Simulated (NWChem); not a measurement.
System meant: Si$_{2}$NH$_{6}$ cation

NWChem input:

```
start job
memory heap 200 mb stack 900 mb global 1100 mb
charge 1
geometry units angstroms noautoz
  Si    -0.139598     1.592313     0.000301
  N      0.611492     0.122755    -0.000829
  Si    -0.113768    -1.561324    -0.001299
  H     -1.613729     1.610917     0.000310
  H      0.684151     2.816230     0.001418
  H      1.636075     0.141398    -0.001213
  H      0.362300    -2.212124    -1.245216
  H     -1.575197    -1.301118     0.009828
  H      0.380456    -2.219370     1.231628
end
basis spherical
  Si library def2-svp
  N library def2-svp
  H library def2-svp
end
dft
  xc b3lyp
  iterations 4
  mulliken
end
task dft energy
```

End of the output:

```
    Atom       Charge   Shell Charges
 -----------   ------   -------------------------------------------------------
    1 Si  14    13.20   2.00  1.94  0.70  0.33  5.81  1.21  0.92  0.29
    2 N    7     7.24   1.97  0.76  0.46  2.25  1.80  0.02
    3 Si  14    13.43   2.00  1.93  0.67  0.34  5.81  1.27  1.09  0.30
    4 H    1     1.02   0.62  0.37  0.03
    5 H    1     1.02   0.62  0.37  0.03
    6 H    1     0.88   0.57  0.19  0.13
    7 H    1     1.06   0.64  0.40  0.03
    8 H    1     1.07   0.64  0.40  0.02
    9 H    1     1.06   0.64  0.40  0.03

 center of mass
 --------------
 x =   0.00555939 y =   0.02916740 z =  -0.00001696

 moments of inertia (a.u.)
 ------------------
         587.948286601331           0.000000000000           0.000000000000
           0.000000000000          63.505411999066           0.000000000000
           0.000000000000           0.000000000000         629.373335282961

     Multipole analysis of the density
     ---------------------------------

     L   x y z        total         alpha         beta         nuclear
     -   - - -        -----         -----         ----         -------
     0   0 0 0      1.000000    -20.000000    -20.000000     41.000000

     1   1 0 0      0.142069      0.071034      0.071034      0.000000
     1   0 1 0      1.363764      0.681882      0.681882      0.000000
     1   0 0 1     -0.000137     -0.000068     -0.000068      0.000000

     2   2 0 0    -20.491607    -30.901602    -30.901602     41.311596
     2   1 1 0     -0.446616     -0.229199     -0.229199      0.011782
     2   1 0 1     -0.000077     -0.001541     -0.001541      0.003005
     2   0 2 0    -11.919863   -169.850806   -169.850806    327.781749
     2   0 1 1     -0.001566     -0.002675     -0.002675      0.003784
     2   0 0 2    -22.920196    -16.937329    -16.937329     10.954462

 ------------------------------------------------------------------------
 dft energy failed                                                                                  0
 ------------------------------------------------------------------------
 ------------------------------------------------------------------------
  current input line :
    25: task dft energy
 ------------------------------------------------------------------------
 ------------------------------------------------------------------------
 This type of error is most commonly associated with calculations not reaching convergence criteria
 ------------------------------------------------------------------------
 For more information see the NWChem manual at https://nwchemgit.github.io

0:dft energy failed:Received an Error in Communication
```

### Question
Can this run be used? If not, why, and what is the fix?

### Answer
Convergence was not reached. Cause: the SCF was allowed too few iterations. This input runs:
```
start job
memory heap 200 mb stack 900 mb global 1100 mb
charge 1
geometry units angstroms noautoz
  Si    -0.139598     1.592313     0.000301
  N      0.611492     0.122755    -0.000829
  Si    -0.113768    -1.561324    -0.001299
  H     -1.613729     1.610917     0.000310
  H      0.684151     2.816230     0.001418
  H      1.636075     0.141398    -0.001213
  H      0.362300    -2.212124    -1.245216
  H     -1.575197    -1.301118     0.009828
  H      0.380456    -2.219370     1.231628
end
basis spherical
  Si library def2-svp
  N library def2-svp
  H library def2-svp
end
dft
  xc b3lyp
  iterations 150
  mulliken
end
task dft energy
```
It converges to -636.90401 Ha (B3LYP/def2-SVP).
